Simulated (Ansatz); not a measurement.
Cost and result for the atomization energy of BrFH3NOSi (`N[Si](O)(F)Br`) (8 atoms, 7 bonds).

Charge 0, multiplicity 1. Correlated methods include outer-core shells of Br, which these sets cover unevenly. Scalar relativity is left out up to krypton. Geometry: relaxed with PBE0-D4/def2-TZVP. It is one conformer, not always the lowest. Program: Ansatz. All runs use 4 threads of an Arm Neoverse V1 on a shared host. Times are those of one run each, without the atoms' runs, and a repeat can differ threefold. Electronic energies, without spin–orbit coupling; frozen cores. CCSD(T)/CBS adds CCSD(T) − MP2 in def2-TZVPP to the MP2 limit, and its time is that of the two runs behind it. T1 = 0.009. With those shells the extrapolation isn't a true limit. HSE06 is the plane-wave form, built on full-range PBE exchange.

CCSD(T)/CBS is a level of theory with its own doubt, some kJ/mol a heavy atom from the limit and from the frozen cores, so smaller differences don't rank the functionals.

```tsv
level	functions	wall time	atomization (kJ/mol)	difference from CCSD(T)/CBS	per bond
LDA (SPW92)/def2-TZVPP	225	1.2 s	3521.4	443.7	63.4
revPBE-D4/def2-TZVPP	225	2.1 s	3004.3	-73.4	-10.5
PBE0-D4/def2-TZVPP	225	3.1 s	3022.9	-54.8	-7.8
HSE06-D4/def2-TZVPP	225	3.5 s	3025.3	-52.4	-7.5
r2SCAN-D4/def2-TZVPP (with forces)	225	5.5 s	3053.4	-24.3	-3.5
r2SCANh-D4/def2-TZVPP	225	6 s	3024.9	-52.8	-7.5
CCSD(T)/def2-SVP	107	7.5 s	2760.2	-317.5	-45.4
B97M-V/def2-TZVPP	225	8 s	3047.9	-29.8	-4.3
ωB97X-V/def2-TZVPP	225	8.5 s	3060.5	-17.2	-2.5
ωB97M-V/def2-TZVPP (with forces)	225	13 s	3062.2	-15.5	-2.2
MP2/def2-QZVPP	420	21 s	3133.0	55.3	7.9
CCSD(T)/def2-TZVPP	225	3.2 min	2961.0	-116.7	-16.7
CCSD(T)/CBS(def2)	–	3.5 min	3077.7	0.0	0.0
```

At CCSD(T), def2-SVP lies −317.5 kJ/mol from the extrapolated value and def2-TZVPP −116.7 kJ/mol: correlation converges slowly with the basis, and small sets miss more of it in the bonded molecule than in its fragments. From BLYP to BHLYP (50 % exact exchange), in def2-TZVPP and without D4, the atomization energy moves by −99.1 kJ/mol: exact exchange takes away binding that semilocal exchange gives to molecules. In def2-TZVPP, CCSD(T) changes the Hartree–Fock value by +827.9 kJ/mol (the triples alone add +52.2 kJ/mol) and MP2 by +929.6 kJ/mol; breaking electron pairs costs correlation energy, which Hartree–Fock lacks.
